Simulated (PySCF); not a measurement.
C7H8GeO, SMILES O=Cc1cc[c]([GeH3])cc1, singlet, GFN2-xTB optimised geometry.

```
17

O      3.09    -2.56     0.00
C      1.89    -2.56     0.00
C      1.04    -1.37     0.00
C      1.62    -0.10     0.00
C      0.82     1.03     0.00
C     -0.57     0.92     0.00
Ge    -1.68     2.52    -0.01
C     -1.14    -0.35     0.00
C     -0.35    -1.49     0.00
H      1.32    -3.52     0.00
H      2.70    -0.03     0.00
H      1.27     2.01     0.00
H     -3.09     2.18     0.30
H     -1.64     3.19    -1.35
H     -1.18     3.52     0.99
H     -2.22    -0.44     0.01
H     -0.80    -2.47     0.00
```

Density from PySCF 2.14.0 with PBE0/def2-SVP at that geometry.

Minimum of the electron density along straight lines between bonded atoms, close to the bond critical point (lines longer than 1.1 times the sum of covalent radii, or with two minima, are not listed):

```json
[
 {"bond": "O1–C2", "length / Å": "1.204", "ρ at the minimum / e bohr⁻³": "0.412", "∇²ρ there / e bohr⁻⁵": "0.49", "position (fraction from the first atom)": "0.67"},
 {"bond": "C2–C3", "length / Å": "1.467", "ρ at the minimum / e bohr⁻³": "0.277", "∇²ρ there / e bohr⁻⁵": "-0.70", "position (fraction from the first atom)": "0.50"},
 {"bond": "C3–C4", "length / Å": "1.396", "ρ at the minimum / e bohr⁻³": "0.306", "∇²ρ there / e bohr⁻⁵": "-0.77", "position (fraction from the first atom)": "0.50"},
 {"bond": "C4–C5", "length / Å": "1.379", "ρ at the minimum / e bohr⁻³": "0.315", "∇²ρ there / e bohr⁻⁵": "-0.82", "position (fraction from the first atom)": "0.50"},
 {"bond": "C5–C6", "length / Å": "1.392", "ρ at the minimum / e bohr⁻³": "0.307", "∇²ρ there / e bohr⁻⁵": "-0.77", "position (fraction from the first atom)": "0.50"},
 {"bond": "C6–Ge7", "length / Å": "1.955", "ρ at the minimum / e bohr⁻³": "0.128", "∇²ρ there / e bohr⁻⁵": "0.07", "position (fraction from the first atom)": "0.54"},
 {"bond": "C6–C8", "length / Å": "1.391", "ρ at the minimum / e bohr⁻³": "0.308", "∇²ρ there / e bohr⁻⁵": "-0.77", "position (fraction from the first atom)": "0.50"},
 {"bond": "C3–C9", "length / Å": "1.394", "ρ at the minimum / e bohr⁻³": "0.307", "∇²ρ there / e bohr⁻⁵": "-0.78", "position (fraction from the first atom)": "0.50"},
 {"bond": "C8–C9", "length / Å": "1.380", "ρ at the minimum / e bohr⁻³": "0.314", "∇²ρ there / e bohr⁻⁵": "-0.81", "position (fraction from the first atom)": "0.50"},
 {"bond": "C2–H10", "length / Å": "1.109", "ρ at the minimum / e bohr⁻³": "0.275", "∇²ρ there / e bohr⁻⁵": "-1.03", "position (fraction from the first atom)": "0.63"},
 {"bond": "C4–H11", "length / Å": "1.080", "ρ at the minimum / e bohr⁻³": "0.286", "∇²ρ there / e bohr⁻⁵": "-1.12", "position (fraction from the first atom)": "0.64"},
 {"bond": "C5–H12", "length / Å": "1.082", "ρ at the minimum / e bohr⁻³": "0.283", "∇²ρ there / e bohr⁻⁵": "-1.08", "position (fraction from the first atom)": "0.63"},
 {"bond": "Ge7–H13", "length / Å": "1.493", "ρ at the minimum / e bohr⁻³": "0.143", "∇²ρ there / e bohr⁻⁵": "0.08", "position (fraction from the first atom)": "0.59"},
 {"bond": "Ge7–H14", "length / Å": "1.494", "ρ at the minimum / e bohr⁻³": "0.142", "∇²ρ there / e bohr⁻⁵": "0.08", "position (fraction from the first atom)": "0.59"},
 {"bond": "Ge7–H15", "length / Å": "1.493", "ρ at the minimum / e bohr⁻³": "0.143", "∇²ρ there / e bohr⁻⁵": "0.08", "position (fraction from the first atom)": "0.59"},
 {"bond": "C8–H16", "length / Å": "1.082", "ρ at the minimum / e bohr⁻³": "0.283", "∇²ρ there / e bohr⁻⁵": "-1.08", "position (fraction from the first atom)": "0.63"},
 {"bond": "C9–H17", "length / Å": "1.081", "ρ at the minimum / e bohr⁻³": "0.283", "∇²ρ there / e bohr⁻⁵": "-1.08", "position (fraction from the first atom)": "0.63"}
]
```
